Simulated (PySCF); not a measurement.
PySCF job for Ga(Me)(NH2) (CH5GaN), SMILES [CH3][Ga][NH2], multiplicity 2, PBE0-D3(BJ)/def2-SVP. 

```python
import numpy as np
from pyscf import gto, scf, dft
from pyscf.geomopt import geometric_solver

mol = gto.M(
    atom='''
    Ga    0.06126012    0.18999067    0.39874352
    C    -0.46716747    1.11453755   -1.49383970
    H    -0.79656071    2.14227144   -1.35528819
    H    -1.26507657    0.52113714   -1.93672578
    H     0.41118771    1.08698609   -2.13572239
    N     0.31642120   -1.68628436    0.19453555
    H    -0.41740600   -2.24872342   -0.22735958
    H     0.75684811   -2.27461672    0.89533620
    ''',
    basis='def2-SVP',
    charge=0,
    spin=1,
    max_memory=1600,
    verbose=3,
)
mf = dft.UKS(mol, xc='pbe0').density_fit(auxbasis='def2-universal-jkfit')
mf.disp = 'd3bj'
mf.grids.level = 3
mf.conv_tol = 1e-9
mf.max_cycle = 100
mf.kernel()
fine, coarse = mf.grids, dft.Grids(mol).set(level=1).build(with_non0tab=True)
for _ in range(3):  # follow internal instabilities
    mf.grids = coarse
    mo, _, stable, _ = mf.stability(return_status=True, nroots=4)
    mf.grids = fine
    if stable:
        break
    mf.kernel(mf.make_rdm1(mo, mf.mo_occ))
grad = mf.nuc_grad_method()
grad.grid_response = mol.nao <= 150
conv, mol_eq = geometric_solver.kernel(grad, convergence_set='GAU_TIGHT', maxsteps=100)
print(mol_eq.tostring(format='xyz'))
mf.reset(mol_eq)
mf.kernel()
```

It prints:

```
[...]
--------------- DFUKS_Scanner gradients ---------------
         x                y                z
0 Ga     0.0000003914    -0.0000011552     0.0000023961
1 C     0.0000004137    -0.0000025760     0.0000038799
2 H    -0.0000030644     0.0000021677    -0.0000003694
3 H    -0.0000016207     0.0000000095    -0.0000034636
4 H     0.0000026444     0.0000013748    -0.0000029605
5 N     0.0000017162     0.0000001303     0.0000006523
6 H     0.0000000888    -0.0000003342     0.0000000617
7 H    -0.0000005694     0.0000003832    -0.0000001964
----------------------------------------------
cycle 38: E = -2020.02127635  dE = 1.65619e-09  norm(grad) = 8.92225e-06
Step   37 : Displace = 1.717e-04/2.385e-04 (rms/max) Trust = 1.721e-04 (+) Grad = 3.308e-06/5.155e-06 (rms/max) E (change) = -2020.0212763470 (+1.656e-09) Quality = -1.470
Not rejecting step - energy change meets convergence criteria
Hessian Eigenvalues: 2.16562e-04 9.64427e-04 6.00422e-03 ... 3.88127e-01 4.49201e-01 4.87313e-01

Geometry optimization cycle 39
Cartesian coordinates (Angstrom)
 Atom        New coordinates             dX        dY        dZ
  Ga   0.553092   0.198962  -0.020393   -0.000061  0.000062  0.000075
   C  -0.454500   0.984308  -1.553680   -0.000008 -0.000010  0.000007
   H  -1.049546   1.844853  -1.213636    0.000043  0.000053 -0.000072
   H  -1.124997   0.224537  -1.985582   -0.000048 -0.000024  0.000099
   H   0.245654   1.334580  -2.326525    0.000005 -0.000130 -0.000031
   N   0.215340  -1.549093   0.394829    0.000001  0.000029  0.000001
   H  -0.447301  -2.135245  -0.103870    0.000074  0.000011 -0.000076
   H   0.661764  -2.057604   1.148537   -0.000007  0.000010 -0.000004
converged SCF energy = -2020.02127634817  <S^2> = 0.75295652  2S+1 = 2.0029543
--------------- DFUKS_Scanner gradients ---------------
         x                y                z
0 Ga     0.0000004532     0.0000061661     0.0000003903
1 C     0.0000023427    -0.0000014361     0.0000010303
2 H    -0.0000018568     0.0000005349    -0.0000003749
3 H    -0.0000007505     0.0000003188    -0.0000022673
4 H    -0.0000000080     0.0000000575     0.0000000402
5 N     0.0000009683     0.0000022821     0.0000002139
6 H    -0.0000040461    -0.0000044700    -0.0000033402
7 H     0.0000028971    -0.0000034533     0.0000043077
----------------------------------------------
cycle 39: E = -2020.02127635  dE = -1.21531e-09  norm(grad) = 1.22168e-05
Step   38 : Displace = 8.879e-05/1.196e-04 (rms/max) Trust = 8.583e-05 (-) Grad = 4.277e-06/6.898e-06 (rms/max) E (change) = -2020.0212763482 (-1.215e-09) Quality = 1.833
Hessian Eigenvalues: 2.16178e-04 9.31467e-04 6.37833e-03 ... 3.57656e-01 4.50258e-01 8.64476e-01

Geometry optimization cycle 40
Cartesian coordinates (Angstrom)
 Atom        New coordinates             dX        dY        dZ
  Ga   0.553070   0.199036  -0.020305   -0.000022  0.000074  0.000088
   C  -0.454477   0.984286  -1.553660    0.000022 -0.000022  0.000020
   H  -1.049511   1.844845  -1.213662    0.000035 -0.000008 -0.000026
   H  -1.124970   0.224429  -1.985403    0.000027 -0.000108  0.000180
   H   0.245635   1.334475  -2.326569   -0.000019 -0.000105 -0.000044
   N   0.215344  -1.549040   0.394778    0.000005  0.000053 -0.000051
   H  -0.447250  -2.135147  -0.104009    0.000051  0.000098 -0.000139
   H   0.661666  -2.057586   1.148509   -0.000098  0.000017 -0.000028
converged SCF energy = -2020.02127634688  <S^2> = 0.75295668  2S+1 = 2.0029545
--------------- DFUKS_Scanner gradients ---------------
         x                y                z
0 Ga    -0.0000031061     0.0000037817     0.0000007667
1 C     0.0000013028     0.0000026525    -0.0000049847
2 H     0.0000025754    -0.0000040015     0.0000005061
3 H     0.0000019354    -0.0000009375     0.0000022571
4 H    -0.0000026873    -0.0000003191     0.0000025789
5 N    -0.0000002799     0.0000004197    -0.0000013887
6 H    -0.0000000609    -0.0000006163    -0.0000002920
7 H     0.0000003205    -0.0000009795     0.0000005567
----------------------------------------------
cycle 40: E = -2020.02127635  dE = 1.29012e-09  norm(grad) = 1.04276e-05
Step   39 : Displace = 1.233e-04/2.146e-04 (rms/max) Trust = 1.214e-04 (+) Grad = 3.316e-06/5.291e-06 (rms/max) E (change) = -2020.0212763469 (+1.290e-09) Quality = -1.222
Not rejecting step - energy change meets convergence criteria
Hessian Eigenvalues: 2.18293e-04 8.77437e-04 6.53760e-03 ... 3.64234e-01 4.50161e-01 7.93960e-01

Geometry optimization cycle 41
Cartesian coordinates (Angstrom)
 Atom        New coordinates             dX        dY        dZ
  Ga   0.553027   0.199020  -0.020306   -0.000044 -0.000016 -0.000001
   C  -0.454501   0.984298  -1.553663   -0.000023  0.000011 -0.000003
   H  -1.049490   1.844906  -1.213697    0.000021  0.000061 -0.000035
   H  -1.125038   0.224498  -1.985445   -0.000067  0.000068 -0.000042
   H   0.245659   1.334440  -2.326557    0.000024 -0.000035  0.000012
   N   0.215356  -1.549067   0.394796    0.000012 -0.000027  0.000018
   H  -0.447218  -2.135213  -0.103982    0.000032 -0.000066  0.000028
   H   0.661712  -2.057583   1.148533    0.000046  0.000004  0.000024
converged SCF energy = -2020.0212763482  <S^2> = 0.75295654  2S+1 = 2.0029544
--------------- DFUKS_Scanner gradients ---------------
         x                y                z
0 Ga    -0.0000022063     0.0000012751     0.0000008432
1 C     0.0000014163    -0.0000003572    -0.0000020956
2 H    -0.0000000296    -0.0000011012     0.0000000899
3 H     0.0000011799     0.0000000992     0.0000006125
4 H    -0.0000010381     0.0000000258     0.0000011950
5 N    -0.0000001139     0.0000000965    -0.0000006704
6 H     0.0000006736     0.0000002753     0.0000001186
7 H     0.0000001182    -0.0000003136    -0.0000000932
----------------------------------------------
cycle 41: E = -2020.02127635  dE = -1.31581e-09  norm(grad) = 4.51349e-06
Step   40 : Displace = 6.197e-05/1.032e-04 (rms/max) Trust = 6.069e-05 (-) Grad = 1.190e-06/1.645e-06 (rms/max) E (change) = -2020.0212763482 (-1.316e-09) Quality = 2.242
Hessian Eigenvalues: 2.18388e-04 8.21805e-04 6.58319e-03 ... 3.57094e-01 4.50658e-01 7.91010e-01

Geometry optimization cycle 42
Cartesian coordinates (Angstrom)
 Atom        New coordinates             dX        dY        dZ
  Ga   0.552945   0.199034  -0.020260   -0.000081  0.000014  0.000046
   C  -0.454524   0.984309  -1.553659   -0.000024  0.000011  0.000004
   H  -1.049434   1.844999  -1.213757    0.000056  0.000093 -0.000060
   H  -1.125131   0.224557  -1.985424   -0.000094  0.000060  0.000021
   H   0.245687   1.334341  -2.326562    0.000028 -0.000099 -0.000005
   N   0.215378  -1.549090   0.394794    0.000023 -0.000023 -0.000002
   H  -0.447144  -2.135278  -0.104011    0.000074 -0.000065 -0.000030
   H   0.661730  -2.057574   1.148559    0.000018  0.000009  0.000026
converged SCF energy = -2020.02127634809  <S^2> = 0.7529565  2S+1 = 2.0029543
--------------- DFUKS_Scanner gradients ---------------
         x                y                z
0 Ga    -0.0000015065     0.0000027942     0.0000004407
1 C     0.0000010219    -0.0000005315     0.0000002510
2 H    -0.0000002633    -0.0000009203    -0.0000003259
3 H     0.0000002835     0.0000001492    -0.0000005357
4 H    -0.0000000734     0.0000004247     0.0000000654
5 N     0.0000009194     0.0000001718    -0.0000001751
6 H    -0.0000013002    -0.0000012531    -0.0000013546
7 H     0.0000009186    -0.0000008351     0.0000016343
----------------------------------------------
cycle 42: E = -2020.02127635  dE = 1.03455e-10  norm(grad) = 4.84526e-06
Step   41 : Displace = 8.719e-05/1.198e-04 (rms/max) Trust = 8.583e-05 (+) Grad = 1.492e-06/2.368e-06 (rms/max) E (change) = -2020.0212763481 (+1.035e-10) Quality = -0.198
Hessian Eigenvalues: 2.17604e-04 5.86309e-04 6.80605e-03 ... 3.64538e-01 4.51039e-01 8.18991e-01

Geometry optimization cycle 43
Cartesian coordinates (Angstrom)
 Atom        New coordinates             dX        dY        dZ
  Ga   0.552906   0.199049  -0.020226   -0.000039  0.000015  0.000034
   C  -0.454533   0.984311  -1.553654   -0.000008  0.000002  0.000005
   H  -1.049408   1.845040  -1.213788    0.000026  0.000041 -0.000031
   H  -1.125166   0.224568  -1.985393   -0.000034  0.000011  0.000031
   H   0.245700   1.334283  -2.326564    0.000013 -0.000058 -0.000002
   N   0.215379  -1.549089   0.394793    0.000001  0.000001 -0.000001
   H  -0.447105  -2.135292  -0.104043    0.000039 -0.000014 -0.000032
   H   0.661731  -2.057572   1.148556    0.000002  0.000002 -0.000003
converged SCF energy = -2020.02127634718  <S^2> = 0.75295663  2S+1 = 2.0029544
--------------- DFUKS_Scanner gradients ---------------
         x                y                z
0 Ga    -0.0000005139     0.0000062008    -0.0000000068
1 C     0.0000019849    -0.0000006462     0.0000004135
2 H    -0.0000008939     0.0000002369     0.0000002617
3 H    -0.0000008014    -0.0000012023    -0.0000013028
4 H     0.0000004239     0.0000004555    -0.0000000276
5 N     0.0000012842     0.0000022650    -0.0000004398
6 H    -0.0000044940    -0.0000042913    -0.0000037219
7 H     0.0000030102    -0.0000030184     0.0000048237
----------------------------------------------
cycle 43: E = -2020.02127635  dE = 9.10404e-10  norm(grad) = 1.22153e-05
Step   42 : Displace = 4.298e-05/5.696e-05 (rms/max) Trust = 4.292e-05 (-) Grad = 4.194e-06/7.260e-06 (rms/max) E (change) = -2020.0212763472 (+9.104e-10) Quality = -3.959
Not rejecting step - energy change meets convergence criteria
Eigenvalues below 1.0000e-05 (-3.0409e+00) - returning guess
Hessian Eigenvalues: 2.30000e-02 2.30000e-02 4.60429e-02 ... 3.36722e-01 4.50543e-01 4.54920e-01

Geometry optimization cycle 44
Cartesian coordinates (Angstrom)
 Atom        New coordinates             dX        dY        dZ
  Ga   0.552891   0.199047  -0.020213   -0.000015 -0.000002  0.000013
   C  -0.454535   0.984309  -1.553651   -0.000002 -0.000002  0.000003
   H  -1.049397   1.845050  -1.213797    0.000011  0.000010 -0.000008
   H  -1.125176   0.224571  -1.985380   -0.000010  0.000003  0.000013
   H   0.245703   1.334262  -2.326565    0.000003 -0.000021 -0.000001
   N   0.215381  -1.549086   0.394789    0.000001  0.000002 -0.000003
   H  -0.447086  -2.135288  -0.104054    0.000019  0.000004 -0.000010
   H   0.661725  -2.057566   1.148550   -0.000007  0.000006 -0.000006
converged SCF energy = -2020.02127634797  <S^2> = 0.75295647  2S+1 = 2.0029543
--------------- DFUKS_Scanner gradients ---------------
         x                y                z
0 Ga    -0.0000022160    -0.0000025441     0.0000021439
1 C     0.0000001909    -0.0000008823    -0.0000014221
2 H    -0.0000003063    -0.0000005101    -0.0000001816
3 H     0.0000010572     0.0000005716     0.0000000307
4 H    -0.0000002933     0.0000002868     0.0000005178
5 N    -0.0000000683    -0.0000022057     0.0000002805
6 H     0.0000037746     0.0000028607     0.0000024897
7 H    -0.0000021388     0.0000024232    -0.0000038588
----------------------------------------------
cycle 44: E = -2020.02127635  dE = -7.87395e-10  norm(grad) = 8.94427e-06
Step   43 : Displace = 1.598e-05/2.257e-05 (rms/max) Trust = 2.146e-05 (-) Grad = 3.094e-06/5.319e-06 (rms/max) E (change) = -2020.0212763480 (-7.874e-10) Quality = 3.836
Hessian Eigenvalues: 2.30000e-02 2.30000e-02 4.60429e-02 ... 3.36722e-01 4.50543e-01 4.54920e-01
Converged! =D

8
XYZ from PySCF
Ga          0.55289110        0.19904656       -0.02021344
C          -0.45453458        0.98430917       -1.55365096
H          -1.04939714        1.84504974       -1.21379657
H          -1.12517552        0.22457136       -1.98537998
H           0.24570316        1.33426236       -2.32656475
N           0.21538058       -1.54908622        0.39478938
H          -0.44708571       -2.13528846       -0.10405360
H           0.66172451       -2.05756613        1.14854957
converged SCF energy = -2020.02127634796  <S^2> = 0.75295597  2S+1 = 2.0029538
```

The run converged.
